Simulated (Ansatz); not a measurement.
Consider the ligand exchange at a Ga–N bond: `[GaH2][NH]B1CS1` + `[SiH3]N[SiH3]` → `[SiH3][N]([SiH3])[GaH2]` + `NB1CS1`.

Program: Ansatz. Geometries: PBE0-D4/def2-TZVP. ΔE: electronic, gas phase. CCSD(T)/CBS adds triple-zeta CCSD(T) − MP2 to the extrapolated MP2 energy (def2 sets, frozen cores). This one scheme is used for every species. Functionals use def2-TZVPP. For Ga outer-core shells are correlated without core-valence functions, which leaves a few kJ/mol of doubt a bond. Scalar relativity is left out up to krypton. Each species was taken in one conformer, which may not be the lowest.

`[GaH2][NH]B1CS1`:

Z-matrix (Å, degrees):
```
C
S 1 1.872
B 1 1.531 2 61.7
H 1 1.087 2 113.5 3 114.3
H 1 1.087 2 113.5 3 -114.3
N 3 1.391 1 146.0 2 180.0
Ga 6 1.851 3 124.6 1 -0.0
H 6 1.010 3 116.8 1 -180.0
H 7 1.556 6 116.0 3 0.0
H 7 1.561 6 115.8 3 -180.0
```

`[SiH3]N[SiH3]`:

Z-matrix (Å, degrees):
```
Si
N 1 1.726
H 1 1.490 2 112.6
H 1 1.484 2 107.4 3 119.9
H 1 1.489 2 110.9 3 -120.0
Si 2 1.726 1 128.9 3 -109.8
H 2 1.011 1 115.5 3 66.2
H 6 1.490 2 112.6 1 109.8
H 6 1.484 2 107.4 1 -10.1
H 6 1.488 2 110.9 1 -130.1
```

`[SiH3][N]([SiH3])[GaH2]`:

```xyz
12

Si   -0.953    1.106    0.807
N     0.118   -0.040    0.066
Si   -0.282   -0.678   -1.498
Ga    1.667   -0.576    0.932
H    -0.386    1.537    2.110
H    -1.138    2.300   -0.064
H    -2.299    0.509    1.037
H     0.760   -1.653   -1.912
H    -1.605   -1.362   -1.470
H    -0.362    0.408   -2.513
H     1.926    0.061    2.331
H     2.554   -1.611    0.174
```

`NB1CS1`:

Cartesian coordinates in Å:
```
N 1.041 -0.104 -1.088
B 0.208 -0.239 0.004
C -0.976 0.325 0.791
S -0.153 -1.232 1.421
H 1.785 -0.748 -1.290
H 0.952 0.649 -1.747
H -0.858 1.178 1.452
H -1.999 0.172 0.457
```

```tsv
level	ΔE (eV)
LDA (SPW92)	-0.16
BLYP-D4	-0.11
BHLYP-D4	-0.11
CAM-B3LYP-D4	-0.08
```

Q: What does CCSD(T)/CBS give? (Estimate.)

A: Ansatz gave: -0.11 eV. The listed levels differ from it by -0.05, 0.00, 0.00, 0.03 eV.

Largest T1 diagnostic among the species: 0.014.

Leaving LDA and LC-ωPBE aside and taking each functional with its dispersion term where it has one, the values, not all of them listed here, spread over 0.07 eV, from PBE-D4 to B2PLYP. LDA lies −0.06 eV from PBE without D4. In def2-TZVPP, CCSD(T) changes the Hartree–Fock value by −0.12 eV (the triples alone add −0.02 eV) and MP2 by −0.12 eV. The D4 term adds −0.06 eV with B3LYP and −0.03 eV with PBE0; it sums over pairs of atoms, weighted by their polarisabilities, and B3LYP, whose exchange is more repulsive, gets the larger term.

B3LYP here is the variant with VWN-RPA as its local correlation; programs differ in this.
